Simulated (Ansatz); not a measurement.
Start from `O[SiH2][Si](O)(Cl)Cl` and change one atom or group to get `O[Si](Cl)(Cl)O[SiH3]`.

Ansatz, PBE0-D4/def2-TZVP geometries, multiplicity 1. Each molecule was computed in one conformer, which needn't be the lowest.

| property | `O[SiH2][Si](O)(Cl)Cl` |
| --- | --- |
| HOMO–LUMO gap (ωB97M-V/def2-TZVPP) / eV | 11.13 |
| HOMO energy (PBE/def2-TZVPP) / eV | -6.86 |
| size of the dipole moment (B3LYP/def2-TZVPP) / D | 1.99 |
| LUMO energy (ωB97M-V/def2-TZVPP) / eV | 0.95 |
| LUMO energy (B3LYP/def2-TZVPP) / eV | -1.00 |
| HOMO–LUMO gap (PBE0/def2-TZVPP) / eV | 7.32 |

Q: Give the same properties after the change, and the shifts. (Best estimate.)

A: Computed: 
```
                                        property  `O[Si](Cl)(Cl)O[SiH3]`  shift
         HOMO–LUMO gap (ωB97M-V/def2-TZVPP) / eV                   12.95   1.82
               HOMO energy (PBE/def2-TZVPP) / eV                   -7.66  -0.80
size of the dipole moment (B3LYP/def2-TZVPP) / D                    0.41  -1.58
           LUMO energy (ωB97M-V/def2-TZVPP) / eV                    1.56   0.61
             LUMO energy (B3LYP/def2-TZVPP) / eV                   -0.35   0.65
            HOMO–LUMO gap (PBE0/def2-TZVPP) / eV                    9.01   1.69
```

With PBE0 the HOMO falls by 0.99 eV and the LUMO rises by 0.70 eV, so the gap widens by about 1.69 eV. PBE moves the HOMO by -0.80 eV and ωB97M-V by -1.20 eV. Dipoles are sizes alone; their direction can turn.

B3LYP here is the variant with VWN-RPA as its local correlation; programs differ in this.
